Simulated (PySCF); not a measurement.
Computed shifts of a molecule CH₇FO₂Si₂, PBE0/pcSseg-1 (PySCF), GIAO, gas phase, equivalent atoms averaged, in ppm (number of nuclei): ¹³C: 53.7 (1). ²⁹Si: -35.2 (1), -61.2 (1). ¹⁹F: -152.4 (1). ¹H: 5.33 (3), 4.48 (1), 4.10 (3). References: ¹³C against TMS (σ = 186.3 ppm); ¹⁷O against H2O (σ = 334.2 ppm); ²⁹Si against TMS (σ = 352.7 ppm); ¹⁹F against CFCl3 (σ = 167.2 ppm); ¹H against TMS (σ = 31.56 ppm), references at their B3LYP-D3(BJ)/def2-TZVP geometries, non-relativistic. Geometry optimised at r2SCAN-D4/def2-SVP. Other conformers were not sampled.

Question: Pick the molecule that these values belong to.
A. O[SiH2]C[Si@H](O)F
B. CO[Si@H](F)O[SiH3]
C. C[Si@@](O)(F)[SiH2]O
D. OC[Si@@](O)(F)[SiH3]

Answer: B, CO[Si@H](F)O[SiH3]
